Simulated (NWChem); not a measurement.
**Total energies of PbS**

```
Pb
S 1 2.3407
```
Charge 0, spin multiplicity 1.

Program: NWChem. The geometry was optimised at PBE/def2-SVP with def2 effective core potentials on Pb, a minimum by its harmonic frequencies.

Basis set: def2-TZVP (87 functions).

```tsv
method	total energy (Ha)
RHF	-589.41317
MP2	-589.97508
B2PLYP	-590.77188
PBE	-590.98748
B3LYP	-591.20741
r2SCAN	-591.18296
CCSD(T)	-589.97841
```

Total energies of different functionals aren't comparable as a measure of quality: only differences taken within one method are. 

Effective core potentials replace the inner electrons of Pb; spin-orbit coupling is left out. The correlated methods keep 9 core orbitals frozen. B3LYP has NWChem's definition, with VWN1-RPA local correlation. The structure started from a generated list of species. No row is a measurement; the coupled-cluster row has its own basis-set and correlation limits.
